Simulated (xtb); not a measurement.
Job for xtb: GFN-FF on C2H7NSi (a complex), monomers drawn apart or pushed together.

```
$ xtb mol.xyz --gfnff --sp --chrg 0 --uhf 0
11

Si     0.18319018     0.13841816     0.10814634
H     -0.21476420     0.16738880    -1.31923529
H     -0.23661418    -1.15587201     0.69274846
H     -0.51448566     1.23481046     0.81859879
H      1.64530193     0.30294759     0.22479007
C     -1.53955337    -0.16538326     5.23386411
C     -0.09458012    -0.08502254     5.10054140
N      1.04705365    -0.02131882     4.98248235
H     -1.97744015     0.83029443     5.16312211
H     -1.95027882    -0.78644576     4.43761535
H     -1.80611504    -0.60166788     6.19653512
```

It printed:

```
[...]
           -------------------------------------------------
          |                Calculation Setup                |
           -------------------------------------------------



molecular fragmentation (1/2 indicates fragments):
11111222222
# atoms in fragment 1/2:     5     6
 fragment masses (1/2) :       32.12       41.05
CMA distance (Bohr)    :   9.503
constraining FC (au)   :  0.0500

          ==================== Thresholds ====================
          CN  :   150.00000
          rep :   500.00000
          disp:  2500.00000
          HB1 :   250.00000
          HB2 :   450.00000

          Pauling EN used:
          Z : 1  EN :  2.20
          Z : 6  EN :  2.55
          Z : 7  EN :  3.04
          Z :14  EN :  1.90
          electric field strengths (au): 0.000

           -------------------------------------------------
          |           Force Field Initialization            |
           -------------------------------------------------

          distances ...
          ----------------------------------------
          generating topology and atomic info file ...
          pair mat ...
          computing topology distances matrix with Floyd-Warshall algo ...
          making topology EEQ charges ...
          #fragments for EEQ constrain: 2
          ----------------------------------------
          generating topology and atomic info file ...
          pair mat ...
          computing topology distances matrix with Floyd-Warshall algo ...
          making topology EEQ charges ...
          rings ...
          # BATM   6
          # H in HB   7
          doing iterative Hueckel for 1 subsystem(s) ...

  atom   neighbors  erfCN metchar sp-hybrid imet pi  qest     coordinates
    1  Si      4    3.44   0.05         3    0    0   0.020    0.346179    0.261572    0.204367
    2  H       1    0.95   0.01         0    0    0  -0.005   -0.405846    0.316319   -2.492993
    3  H       1    0.95   0.01         0    0    0  -0.005   -0.447136   -2.184282    1.309105
    4  H       1    0.95   0.01         0    0    0  -0.005   -0.972237    2.333454    1.546928
    5  H       1    0.96   0.01         0    0    0  -0.005    3.109170    0.572488    0.424792
    6  C       4    3.49   0.00         3    0    0  -0.055   -2.909334   -0.312529    9.890570
    7  C       2    1.92   0.00         1    0    1   0.086   -0.178731   -0.160669    9.638626
    8  N       1    0.98   0.00         1    0    1  -0.262    1.978645   -0.040287    9.415527
    9  H       1    0.97   0.00         0    0    0   0.077   -3.736820    1.569029    9.756887
   10  H       1    0.97   0.00         0    0    0   0.077   -3.685493   -1.486167    8.385878
   11  H       1    0.97   0.00         0    0    0   0.077   -3.413063   -1.136988   11.709754

          #atoms :   11
          #bonds :   9
          #angl  :   13
          #tors  :   0
          #nmol  :   2
          #optfrag :   2
           -------------------------------------------------
          |                   G F N - F F                   |
          |          A general generic force-field          |
          |                  Version 1.0.3                  |
           -------------------------------------------------
          Number of HB bonds (bound hydrogen)     78
          Number of HB bonds (unbound hydrogen)   48
          Number of XB bonds                      0

 E+G (total)                   0 d,  0 h,  0 min,  0.000 sec
 distance/D3 list               ...        0 min,  0.000 sec (  1.215%)
 non bonded repulsion           ...        0 min,  0.000 sec ( 20.248%)
 dCN                            ...        0 min,  0.000 sec (  3.953%)
Note: The following floating-point exceptions are signalling: IEEE_UNDERFLOW_FLAG IEEE_DENORMAL
normal termination of xtb
 EEQ energy and q               ...        0 min,  0.000 sec ( 10.481%)
 D3                             ...        0 min,  0.000 sec ( 14.597%)
 EEQ gradient                   ...        0 min,  0.000 sec (  3.377%)
 bonds                          ...        0 min,  0.000 sec (  7.985%)
 bend and torsion               ...        0 min,  0.000 sec (  7.533%)
 bonded ATM                     ...        0 min,  0.000 sec (  2.624%)
 HB/XB (incl list setup)        ...        0 min,  0.000 sec ( 22.550%)

         :::::::::::::::::::::::::::::::::::::::::::::::::::::
         ::                     SUMMARY                     ::
         :::::::::::::::::::::::::::::::::::::::::::::::::::::
         :: total energy              -1.582957112256 Eh    ::
         :: gradient norm              0.058417347620 Eh/a0 ::
         ::.................................................::
         :: bond energy               -1.643825019906 Eh    ::
         :: angle energy               0.019373363670 Eh    ::
         :: torsion energy             0.000000000000 Eh    ::
         :: repulsion energy           0.072292188131 Eh    ::
         :: electrostat energy        -0.027769508155 Eh    ::
         :: dispersion energy         -0.003104564342 Eh    ::
         :: HB energy                 -0.000000029756 Eh    ::
         :: XB energy                  0.000000000000 Eh    ::
         :: bonded atm energy          0.000076458102 Eh    ::
         :: external energy            0.000000000000 Eh    ::
         :: add. restraining           0.000000000000 Eh    ::
         :: total charge               0.000000000000 e     ::
         :::::::::::::::::::::::::::::::::::::::::::::::::::::

           -------------------------------------------------
          |                Property Printout                |
           -------------------------------------------------

molecular dipole:
                 x           y           z       tot (Debye)
 q only:       -1.359      -0.076       0.136       3.478

           -------------------------------------------------
          | TOTAL ENERGY               -1.582957112256 Eh   |
          | GRADIENT NORM               0.058417347620 Eh/α |
           -------------------------------------------------
########################################################################
[WARNING] Runtime exception occurred
-1- gfnff_setup: Could not read topology file.
########################################################################

------------------------------------------------------------------------
------------------------------------------------------------------------
 total:
 SCF:
```

The run finished.

Cost: very roughly 0.05 core-seconds.
